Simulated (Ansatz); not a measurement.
Reactions of dimethyl ether.

Gas-phase electronic energies from Ansatz, PBE0-D4/def2-TZVP geometries. CCSD(T)/CBS is the MP2 limit (def2-TZVPP, def2-QZVPP) plus CCSD(T) − MP2 in def2-TZVPP, frozen cores. This one scheme is used for every species. No spin–orbit coupling; open shells (•) take unrestricted orbitals. def2 core potentials past Kr. For Ge, In outer-core shells are correlated without core-valence functions, which leaves a few kJ/mol of doubt a bond. Scalar relativity is left out up to krypton. Each species was taken in one conformer, which may not be the lowest.

(1) Order these by ΔE at CCSD(T)/CBS, lowest first. (Estimate.)
A. dimethyl ether + `C[O][In]([F])[F]` → `CC[O][In]([F])[F]` + CH₃OH
B. dimethyl ether + `[CH3]`• → `[CH2]OC`• + CH₄
C. dimethyl ether + `NCF` → `CNCF` + CH₃OH
D. dimethyl ether + `[F][Ge][SH]` → `C[S][Ge][F]` + CH₃OH

Largest T1 diagnostic: 0.017, for `C[O][In]([F])[F]`.

Answers

(1) A (-0.63 eV), B (-0.39 eV), D (-0.30 eV), C (-0.10 eV).
